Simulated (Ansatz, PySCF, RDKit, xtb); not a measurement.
Pair of molecules: H2O (SMILES O) (first 3 atoms) with CH3F (SMILES CF); geometry from B3LYP-D3(BJ)/def2-TZVP, rigid monomers moved along the line of their centres of mass till H2···F5 is 3.60 Å.
(charge 0, multiplicity 1):
```xyz
8

O      0.00035     0.48345    -0.13921
H      0.20934    -0.13536     0.57280
H     -0.43860    -0.04081    -0.81579
C     -0.20228     0.34662     4.71834
F      0.25595    -0.82794     4.10337
H     -0.50804     1.04095     3.93745
H     -1.04415     0.08689     5.35916
H      0.61431     0.76158     5.30788
```

| level | interaction energy (kJ/mol) | minus MP2/CBS(aug-cc-pVDZ, aug-cc-pVTZ) + ΔCCSD(T)/aug-cc-pVDZ | cost |
|---|---|---|---|
| UFF | -0.7 | 3.3 | - |
| GFN2-xTB | -4.9 | -0.9 | - |
| HF/3-21G (no counterpoise) | -4.6 | -0.5 | - |
| HF/6-31G* | -4.1 | 0.0 | - |
| HF/aug-cc-pVTZ | -4.0 | 0.1 | - |
| B3LYP/3-21G (no counterpoise) | -3.4 | 0.7 | - |
| B3LYP/6-31G* | -3.2 | 0.9 | - |
| B3LYP/6-31G* (no counterpoise) | -3.7 | 0.4 | - |
| B3LYP-D4/def2-TZVPPD | -3.8 | 0.2 | ×2 |
| MP2/6-31G* (no counterpoise) | -4.3 | -0.2 | - |
| MP2/aug-cc-pVTZ | -4.1 | 0.0 | ×3 |
| SCS-MP2/aug-cc-pVTZ | -3.9 | 0.2 | - |
| CCSD(T)/aug-cc-pVDZ | -4.0 | 0.1 | ×5 |
| MP2/CBS(aug-cc-pVDZ, aug-cc-pVTZ) + ΔCCSD(T)/aug-cc-pVDZ | -4.1 | 0.0 | ×8 |

 The comparison column counts from a level with limits of its own.

The rows run from -4.9 (GFN2-xTB) to -0.7 kJ/mol (UFF).

Interaction energies are E(AB) − E(A) − E(B) at the monomers' geometry in the complex; basis-set methods are counterpoise corrected. Rows marked so take none. RDKit's UFF carries no charges.

Cores are frozen in the correlated methods. CBS: X⁻³ extrapolation of the correlation energy, Hartree–Fock from the larger set. Rows in 3-21G, 6-31G* carry no dispersion term and start afresh at each structure (6-31G* with six Cartesian d functions). MP2/6-31G* freezes PySCF's default core.

The values were computed with Ansatz (Gaussian basis) for Hartree–Fock, density functionals and correlated methods; PySCF for 3-21G rows, 6-31G* rows, the dispersion terms; RDKit for the force fields; xtb for the GFN methods. Values without a source in brackets are computed.

Costs are rough ratios of core time to PBE/def2-TZVPPD (about 4 s over the structures, on one shared machine); a dash marks a level with no comparable run of its own.

Ansatz is a program for electronic structure.
